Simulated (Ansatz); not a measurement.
Spectroscopic constants of SN, multiplicity 2 (the spin of the measured ground state). The T1 diagnostic near the minimum is 0.063, so single-reference values are doubtful.

Seven points along R, fitted to fifth degree in 1/R; most abundant isotopes. In def2 and cc sets the state is the lowest found near the PBE0 minimum, followed along R.

Programs: Ansatz (Gaussian orbitals). Values without a source in brackets are computed.

### Question
What bond length and harmonic frequency does SVWN5/def2-TZVPP give, and what D_e (from each atom's lowest state at the same level)?

### Answer
r_e = 1.492 Å, ω_e = 1251 cm⁻¹, D_e = 6.46 eV.

### Question
What bond length and harmonic frequency does B97M-V/def2-TZVPP give, and what D_e (from each atom's lowest state at the same level)?

### Answer
r_e = 1.490 Å, ω_e = 1271 cm⁻¹, D_e = 4.91 eV.

### Question
What bond length and harmonic frequency does wB97M-V/def2-TZVPP give, and what D_e (from each atom's lowest state at the same level)?

### Answer
r_e = 1.481 Å, ω_e = 1313 cm⁻¹, D_e = 4.96 eV.

Measured for the ground state: r_e 1.494 Å [Huber and Herzberg (1979), NIST Chemistry WebBook]. ω_e 1218.7 cm-1, ω_e x_e 7.28 cm-1, B_e 0.77238 cm-1, α_e 0.0062841 cm-1 [NIST CCCBDB]. dipole 1.86 D [compilation of Liu, Meijer and Pérez-Ríos].

Ansatz is an electronic-structure program.
